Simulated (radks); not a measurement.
Values are calculated unless marked as measured or tabulated.
Neutral potassium, 19 electrons, occupied as [Ar] 4s1 (the NIST ground configuration).

Level of theory: scalar-relativistic Kohn-Sham, r2SCAN, spin-unpolarised, spherical densities, finite nucleus; meta-GGA in the generalised Kohn-Sham scheme; Fermi nuclear charge, rms radius 3.4349 fm; hard spherical wall at 10 bohr (a radial shooting solver on a logarithmic mesh with Libxc functionals).

Energy parts (hartree):
total: -602.26254
kinetic: 605.93678
electron-nucleus: -1433.23532
Hartree: 258.58514
exchange-correlation: -33.54914

Orbitals (lengths in bohr, moments of r in powers of bohr):
| orbital | occ. | eigenvalue (hartree) | <r> | <r^2> |
|---|---|---|---|---|
| 1s | 2 | -130.0467 | 0.08106 | 0.008842 |
| 2s | 2 | -13.20419 | 0.3863 | 0.1769 |
| 2p | 6 | -10.42668 | 0.3500 | 0.1519 |
| 3s | 2 | -1.34359 | 1.271 | 1.870 |
| 3p | 6 | -0.70728 | 1.433 | 2.439 |
| 3d | 0 | 0.04897 | 4.472 | 23.90 |
| 4s | 1 | -0.07266 | 4.724 | 24.75 |
| 4p | 0 | -0.00166 | 5.340 | 31.00 |
| 5s | 0 | 0.16262 | 5.672 | 37.66 |

The highest occupied level is 4s at -1.977 eV. The density falls to 0.001 e/bohr^3 at r = 4.57 bohr. The pressure on the wall is 0.0936 GPa. The electron density at the nucleus is 5207 e/bohr^3 (large components only).
